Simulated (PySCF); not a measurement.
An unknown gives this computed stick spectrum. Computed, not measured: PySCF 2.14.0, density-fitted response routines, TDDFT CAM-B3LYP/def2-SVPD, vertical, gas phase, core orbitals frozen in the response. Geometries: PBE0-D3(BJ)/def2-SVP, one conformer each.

| state | E (eV) | λ (nm) | f |
| --- | --- | --- | --- |
| S1 | 2.82 | 439.6 | 0.0004 |
| S2 | 4.45 | 278.8 | 0.205 |
| S3 | 4.71 | 263.1 | 0.076 |
| S4 | 5.23 | 237.0 | 0.0012 |
| S5 | 5.50 | 225.2 | 0.0008 |
| S6 | 5.55 | 223.5 | 0.0008 |
| S7 | 6.30 | 196.7 | 0.026 |
| S8 | 6.40 | 193.8 | 0.0049 |
| S9 | 6.49 | 190.9 | 0.046 |
| S10 | 6.59 | 188.2 | 0.026 |

Triplets computed (Tamm–Dancoff): 2.45, 2.73, 4.00, 4.97 eV.

Orbital energies (eV): HOMO-3 -10.86, HOMO-2 -8.84, HOMO-1 -8.23, HOMO -7.83, LUMO -1.01, LUMO+1 0.39, LUMO+2 1.10.

Question: Which structure fits?
A. `C[SiH2]/C=C/[SiH3]`
B. `CSBC(C)C`
C. `C[SiH2]/C=C\[SiH3]`
D. `S=C1SCCS1`

Answer: D. Its S1, at 2.82 eV, is the lowest among the candidates; the nearest of the others has S1 at 5.80 eV. S1 is HOMO→LUMO (94%). S1 has the pattern of n→π* at C=S. At the same level the other candidates give, for their lowest levels:
- `C[SiH2]/C=C/[SiH3]`: 5.89 eV (f 0.000); 6.71 eV (f 0.615); 7.30 eV (f 0.001); 7.76 eV (f 0.001); 7.82 eV (f 0.005); T1 4.04 eV; HOMO -9.19, LUMO 0.27 eV
- `C[SiH2]/C=C\[SiH3]`: 5.80 eV (f 0.003); 6.45 eV (f 0.398); 7.27 eV (f 0.006); 7.42 eV (f 0.002); 7.64 eV (f 0.003); T1 3.90 eV; HOMO -9.12, LUMO 0.13 eV
- `CSBC(C)C`: 5.94 eV (f 0.003); 6.12 eV (f 0.185); 6.61 eV (f 0.002); 6.76 eV (f 0.001); 7.31 eV (f 0.058); T1 4.71 eV; HOMO -8.85, LUMO 0.36 eV
